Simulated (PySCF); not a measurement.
PySCF input (PBE/d-aug-cc-pVTZ):

```python
import numpy as np, basis_set_exchange as bse
from pyscf import gto, scf, dft, df, tdscf

basis = {'B': gto.basis.parse(bse.get_basis('d-aug-cc-pVTZ', elements=['B'], fmt='nwchem')), 'F': gto.basis.parse(bse.get_basis('d-aug-cc-pVTZ', elements=['F'], fmt='nwchem')), 'O': gto.basis.parse(bse.get_basis('d-aug-cc-pVTZ', elements=['O'], fmt='nwchem'))}…
mol = gto.M(
    atom='''
    F    -0.00000000   -0.00000000   -1.19889826
    B     0.00000000    0.00000000    0.08714772
    O     0.00000000    0.00000000    1.29429322
    ''',
    basis=basis,
    charge=0,
    verbose=4,
    max_memory=2160,
)
mf = dft.RKS(mol, xc='pbe')
mf.grids.level = 3
mf = mf.density_fit(auxbasis=df.autoaux(mol))
mf.conv_tol = 1e-9
mf.max_cycle = 100
print('smallest overlap eigenvalue', np.linalg.eigvalsh(mol.intor('int1e_ovlp'))[0])
mf.kernel()
dip = mf.dip_moment()
td = tdscf.TDA(mf)
td.nstates = 4
td.kernel()
td.analyze()
osc = td.oscillator_strength()
```

Output:

```
PySCF version 2.14.0

[INPUT] verbose = 4
[INPUT] num. atoms = 3
[INPUT] num. electrons = 22
[INPUT] charge = 0
[INPUT] spin (= nelec alpha-beta = 2S) = 0
[INPUT] symmetry False subgroup None
[INPUT] Mole.unit = angstrom
[INPUT] Symbol           X                Y                Z      unit          X                Y                Z       unit  Magmom
[INPUT]  1 F      0.000000000000   0.000000000000  -1.198898260000 AA    0.000000000000   0.000000000000  -2.265589362618 Bohr   0.0
[INPUT]  2 B      0.000000000000   0.000000000000   0.087147720000 AA    0.000000000000   0.000000000000   0.164685323180 Bohr   0.0
[INPUT]  3 O      0.000000000000   0.000000000000   1.294293220000 AA    0.000000000000   0.000000000000   2.445859710681 Bohr   0.0

nuclear repulsion = 51.3331757879934
number of shells = 36
number of NR pGTOs = 222
number of NR cGTOs = 186
basis = {'B': [[0, [5473.0, 0.000555, 0.0, -0.000112, 0.0], [820.9, 0.004291, 0.0, -0.000868, 0.0], [186.8, 0.021949, 0.0, -0.004484, 0.0], [52.83, 0.084441, 0.0, -0.017683, 0.0], [17.08, 0.238557, 0.0, -0.053639, 0.0], [5.999, 0.435072, 0.0, -0.119005, 0.0], [2.208, 0.341955, 0.0, -0.165824, 0.0], [0.5879, 0.036856, 1.0, 0.120107, 0.0], [0.2415, -0.009545, 0.0, 0.595981, 0.0], [0.0861, 0.002368, 0.0, 0.411021, 1.0]], [0, [0.02914, 1.0]], [0, [0.00986, 1.0]], [1, [12.05, 0.0, 0.013118, 0.0], [2.613, 0.0, 0.079896, 0.0], [0.7475, 0.0, 0.277275, 0.0], [0.2385, 1.0, 0.50427, 0.0], [0.07698, 0.0, 0.35368, 1.0]], [1, [0.02096, 1.0]], [1, [0.00571, 1.0]], [2, [0.661, 1.0, 0.0], [0.199, 0.0, 1.0]], [2, [0.0604, 1.0]], [2, [0.0183, 1.0]], [3, [0.49, 1.0]], [3, [0.163, 1.0]], [3, [0.0542, 1.0]]], 'F': [[0, [19500.0, 0.000507, 0.0, -0.000117, 0.0], [2923.0, 0.003923, 0.0, -0.000912, 0.0], [664.5, 0.0202, 0.0, -0.004717, 0.0], [187.5, 0.07901, 0.0, -0.019086, 0.0], [60.62, 0.230439, 0.0, -0.059655, 0.0], [21.42, 0.432872, 0.0, -0.14001, 0.0], [7.95, 0.349964, 0.0, -0.176782, 0.0], [2.257, 0.043233, 1.0, 0.171625, 0.0], [0.8815, -0.007892, 0.0, 0.605043, 0.0], [0.3041, 0.002384, 0.0, 0.369512, 1.0]], [0, [0.09158, 1.0]], [0, [0.0276, 1.0]], [1, [43.88, 0.0, 0.016665, 0.0], [9.926, 0.0, 0.104472, 0.0], [2.93, 0.0, 0.31726, 0.0], [0.9132, 1.0, 0.487343, 0.0], [0.2672, 0.0, 0.334604, 1.0]], [1, [0.07361, 1.0]], [1, [0.0203, 1.0]], [2, [3.107, 1.0, 0.0], [0.855, 0.0, 1.0]], [2, [0.292, 1.0]], [2, [0.0997, 1.0]], [3, [1.917, 1.0]], [3, [0.724, 1.0]], [3, [0.273, 1.0]]], 'O': [[0, [15330.0, 0.000508, 0.0, -0.000115, 0.0], [2299.0, 0.003929, 0.0, -0.000895, 0.0], [522.4, 0.020243, 0.0, -0.004636, 0.0], [147.3, 0.079181, 0.0, -0.018724, 0.0], [47.55, 0.230687, 0.0, -0.058463, 0.0], [16.76, 0.433118, 0.0, -0.136463, 0.0], [6.207, 0.35026, 0.0, -0.17574, 0.0], [1.752, 0.042728, 1.0, 0.160934, 0.0], [0.6882, -0.008154, 0.0, 0.603418, 0.0], [0.2384, 0.002381, 0.0, 0.378765, 1.0]], [0, [0.07376, 1.0]], [0, [0.0228, 1.0]], [1, [34.46, 0.0, 0.015928, 0.0], [7.749, 0.0, 0.09974, 0.0], [2.28, 0.0, 0.310492, 0.0], [0.7156, 1.0, 0.491026, 0.0], [0.214, 0.0, 0.336337, 1.0]], [1, [0.05974, 1.0]], [1, [0.0167, 1.0]], [2, [2.314, 1.0, 0.0], [0.645, 0.0, 1.0]], [2, [0.214, 1.0]], [2, [0.071, 1.0]], [3, [1.428, 1.0]], [3, [0.5, 1.0]], [3, [0.175, 1.0]]]}
ecp = {}
ETB for F: l = 0, exps = 0.0406 * 1.8^n , n = 0..17
ETB for F: l = 1, exps = 0.0406 * 1.8^n , n = 0..14
ETB for F: l = 2, exps = 0.0406 * 1.8^n , n = 0..14
ETB for F: l = 3, exps = 0.12 * 2.2^n , n = 0..7
ETB for F: l = 4, exps = 0.1994 * 2.2^n , n = 0..5
ETB for B: l = 0, exps = 0.01142 * 1.8^n , n = 0..17
ETB for B: l = 1, exps = 0.01142 * 1.8^n , n = 0..15
ETB for B: l = 2, exps = 0.01142 * 1.8^n , n = 0..14
ETB for B: l = 3, exps = 0.02401 * 2.2^n , n = 0..8
ETB for B: l = 4, exps = 0.0366 * 2.2^n , n = 0..5
ETB for O: l = 0, exps = 0.0334 * 1.8^n , n = 0..17
ETB for O: l = 1, exps = 0.0334 * 1.8^n , n = 0..14
ETB for O: l = 2, exps = 0.0334 * 1.8^n , n = 0..14
ETB for O: l = 3, exps = 0.0877 * 2.2^n , n = 0..7
ETB for O: l = 4, exps = 0.142 * 2.2^n , n = 0..5
smallest overlap eigenvalue 2.4772399047368577e-05

******** <class 'pyscf.df.df_jk.DFRKS'> ********
method = DFRKS
initial guess = minao
damping factor = 0
level_shift factor = 0
DIIS = <class 'pyscf.scf.diis.CDIIS'>
diis_start_cycle = 1
diis_space = 8
diis_damp = 0
SCF conv_tol = 1e-09
SCF conv_tol_grad = None
SCF max_cycles = 100
direct_scf = False
XC library pyscf.dft.libxc version 7.1.2
    S. Lehtola, C. Steigemann, M. J. T. Oliveira, and M. A. L. Marques,  SoftwareX 7, 1–5 (2018)
XC functionals = pbe
    J. P. Perdew, K. Burke, and M. Ernzerhof,  Phys. Rev. Lett. 77, 3865 (1996)
    J. P. Perdew, K. Burke, and M. Ernzerhof,  Phys. Rev. Lett. 78, 1396 (1997)
    J. P. Perdew, K. Burke, and M. Ernzerhof,  Phys. Rev. Lett. 77, 3865 (1996)
    J. P. Perdew, K. Burke, and M. Ernzerhof,  Phys. Rev. Lett. 78, 1396 (1997)
radial grids:
    Treutler-Ahlrichs [JCP 102, 346 (1995); DOI:10.1063/1.469408] (M4) radial grids

becke partition: Becke, JCP 88, 2547 (1988); DOI:10.1063/1.454033
pruning grids: <function nwchem_prune>
grids dens level: 3
symmetrized grids: False
atomic radii adjust function: <function treutler_atomic_radii_adjust>
small_rho_cutoff = 0
Set gradient conv threshold to 3.16228e-05
Initial guess from minao.
tot grids = 42392
init E= -200.137784936391
  HOMO = -0.445489751513876  LUMO = -0.0727989254161265  gap/eV = 10.14143
cycle= 1 E= -199.69141190695  delta_E= 0.446  |g|=    1  |ddm|= 4.74
  HOMO = -0.151396771205409  LUMO = -0.0408195930276278  gap/eV = 3.00896
cycle= 2 E= -197.847467957621  delta_E= 1.84  |g|= 2.95  |ddm|= 4.99
  HOMO = -0.324579941260178  LUMO = -0.0445354363938968  gap/eV = 7.62040
cycle= 3 E= -199.831090856188  delta_E= -1.98  |g|= 0.506  |ddm|= 3.92
  HOMO = -0.318733751688675  LUMO = -0.057173588235429  gap/eV = 7.11741
cycle= 4 E= -199.868088552764  delta_E= -0.037  |g|= 0.233  |ddm|= 0.773
  HOMO = -0.323020315364768  LUMO = -0.0604915426667638  gap/eV = 7.14377
cycle= 5 E= -199.87522079074  delta_E= -0.00713  |g|= 0.0386  |ddm|=  0.3
  HOMO = -0.318645167664373  LUMO = -0.0573132805553236  gap/eV = 7.11120
cycle= 6 E= -199.875546359634  delta_E= -0.000326  |g|= 0.0112  |ddm|= 0.0724
  HOMO = -0.320166349181881  LUMO = -0.0575342572455178  gap/eV = 7.14658
cycle= 7 E= -199.875572130503  delta_E= -2.58e-05  |g|= 0.00149  |ddm|= 0.0182
  HOMO = -0.320207762433022  LUMO = -0.0575365159535934  gap/eV = 7.14765
cycle= 8 E= -199.875572473591  delta_E= -3.43e-07  |g|= 0.000337  |ddm|= 0.00159
  HOMO = -0.320220947140389  LUMO = -0.0575345188820506  gap/eV = 7.14806
cycle= 9 E= -199.875572493809  delta_E= -2.02e-08  |g|= 8.13e-05  |ddm|= 0.000309
  HOMO = -0.320226544398404  LUMO = -0.0575340208196664  gap/eV = 7.14823
cycle= 10 E= -199.87557249503  delta_E= -1.22e-09  |g|= 2.57e-06  |ddm|= 9.2e-05
  HOMO = -0.320226895966781  LUMO = -0.0575341747618232  gap/eV = 7.14823
cycle= 11 E= -199.875572495031  delta_E= -1.68e-12  |g|= 5.11e-07  |ddm|= 7.12e-06
  HOMO = -0.320226780014273  LUMO = -0.0575341666323297  gap/eV = 7.14823
Extra cycle  E= -199.87557249503  delta_E= 1.22e-12  |g|= 1.23e-06  |ddm|= 2.26e-06
converged SCF energy = -199.87557249503
Dipole moment(X, Y, Z, Debye):  0.00000, -0.00000, -2.07290

******** <class 'pyscf.tdscf.rks.TDA'> for <class 'pyscf.df.df_jk.DFRKS'> ********
nstates = 4 singlet
deg_eia_thresh = 1.000e-03
wfnsym = None
conv_tol = 1e-05
eigh lindep = 1e-12
eigh level_shift = 0
eigh max_cycle = 100
chkfile = tmpxdpgntby

Excitation energies (eV)
[7.29119914 7.29119914 8.69595317 8.7760978 ]

** Singlet excitation energies and oscillator strengths **
Excited State   1:      7.29120 eV    170.05 nm  f=0.0422
      11 -> 12       -0.70528
Excited State   2:      7.29120 eV    170.05 nm  f=0.0422
      10 -> 12        0.70528
Excited State   3:      8.69595 eV    142.58 nm  f=0.0000
      10 -> 13       -0.35395
      10 -> 14       -0.35316
      11 -> 13       -0.35316
      11 -> 14        0.35395
Excited State   4:      8.77610 eV    141.27 nm  f=0.0000
      10 -> 13        0.20059
      10 -> 14        0.44593
      11 -> 13       -0.44593
      11 -> 14        0.20059

** Transition electric dipole moments (AU) **
state          X           Y           Z        Dip. S.      Osc.
  1        -0.2790     -0.3981      0.0000      0.2363      0.0422
  2         0.3981     -0.2790     -0.0000      0.2363      0.0422
  3        -0.0000     -0.0000     -0.0000      0.0000      0.0000
  4         0.0000      0.0000     -0.0000      0.0000      0.0000

** Transition velocity dipole moments (imaginary part, AU) **
state          X           Y           Z        Dip. S.      Osc.
  1        -0.0471     -0.0672      0.0000      0.0067      0.0168
  2         0.0672     -0.0471     -0.0000      0.0067      0.0168
  3        -0.0000      0.0000     -0.0000      0.0000      0.0000
  4         0.0000      0.0000     -0.0000      0.0000      0.0000

** Transition magnetic dipole moments (imaginary part, AU) **
state          X           Y           Z
  1        -0.3901      0.2734      0.0000
  2        -0.2734     -0.3901      0.0000
  3         0.0000      0.0000      0.0000
  4         0.0000      0.0000      0.0000
```
